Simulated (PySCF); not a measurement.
F₃Ti, neutral, multiplicity 2. Atoms are numbered in the order given.

```xyz
4

Ti     0.0000     0.0000     0.0000
F     -1.7611     0.0000     0.0000
F      0.8805     1.5251     0.0000
F      0.8805    -1.5251     0.0000
```
Charge 0, spin multiplicity 2.

Coordinates come from a B3LYP-D3(BJ)/def2-SVP optimisation. The spin state was assumed, not searched. The isomer is the one that the SMILES or the coordinates give; other isomers of the formula were not compared.

Level of theory: TDA-ωB97X/def2-SVPD in PySCF.

Vertical excitations; the highest root listed may be one member of a degenerate set. Gas-phase values at a fixed geometry.

| state | energy (eV) | λ (nm) | f | main pairs |
|---|---|---|---|---|
| root 1 | 0.69 | 1786 | 0.000 | α HOMO→LUMO (degenerate set) |
| root 2 | 0.70 | 1783 | 0.000 | α HOMO→LUMO+1 (degenerate set) |
| root 3 | 2.45 | 507 | 0.002 | α HOMO→LUMO+3 (degenerate set) |
| root 4 | 2.45 | 507 | 0.002 | α HOMO→LUMO+2 (degenerate set) |
| root 5 | 5.92 | 210 | 0.000 | α HOMO→LUMO+4 81 %, α HOMO→LUMO+8 15 % |
| root 6 | 6.27 | 198 | 0.161 | α HOMO→LUMO+5 92 % |
| root 7 | 7.31 | 170 | 0.000 | β HOMO→LUMO 97 % |
| root 8 | 7.51 | 165 | 0.003 | β HOMO−1→LUMO (degenerate set) |
| root 9 | 7.51 | 165 | 0.003 | β HOMO−2→LUMO (degenerate set) |
| root 10 | 7.54 | 164 | 0.034 | β HOMO−3→LUMO 97 % |
Unrestricted roots are not spin-pure.
